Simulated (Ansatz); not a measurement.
Gas-phase electronic energies from Ansatz, PBE0-D4/def2-TZVP geometries. CBS: MP2 limit from def2 TZ/QZ plus the TZ coupled-cluster correction, frozen cores. This one scheme is used for every species. Functionals use def2-TZVPP. B3LYP here is the variant with VWN-RPA as its local correlation; programs differ in this. For Ge outer-core shells are correlated without core-valence functions, which leaves a few kJ/mol of doubt a bond. Scalar relativity is left out up to krypton. Each species was taken in one conformer, which may not be the lowest.

Reaction (redistribution): `[SiH3][GeH2][GeH2][GeH3]` + `[NH2][Al]([NH2])[SiH2][SiH3]` → `[SiH3][SiH2][GeH2][GeH2][GeH2][SiH3]` + `[NH2][AlH][NH2]`

(1) Is it downhill or uphill in electronic energy at CCSD(T)/CBS, and by how much? (Estimate.)

(2) What do these levels give: B3LYP-D4, ωB97X-V, PBE-QIDH, B3LYP, CCSD/def2-SVP, HF/def2-TZVPP? (An estimate is asked.)

Largest T1 diagnostic among the species: 0.012.

Answers

(1) Computed: Downhill: ΔE = -18.3 kJ/mol.

(2) Ansatz gave: B3LYP-D4 -18.5, ωB97X-V -14.0, PBE-QIDH -12.2, B3LYP -3.1, CCSD/def2-SVP -9.3, HF/def2-TZVPP -3.1 kJ/mol.

Leaving LDA and LC-ωPBE aside and taking each functional with its dispersion term where it has one, the values, not all of them listed here, spread over 10.2 kJ/mol, from BHLYP-D4 to B2PLYP. LDA lies −9.1 kJ/mol from PBE without D4. The D4 term adds −15.4 kJ/mol with B3LYP and −9.1 kJ/mol with PBE0; it sums over pairs of atoms, weighted by their polarisabilities, and B3LYP, whose exchange is more repulsive, gets the larger term. From BLYP to BHLYP (50 % exact exchange), in def2-TZVPP and without D4, ΔE moves by −5.9 kJ/mol.
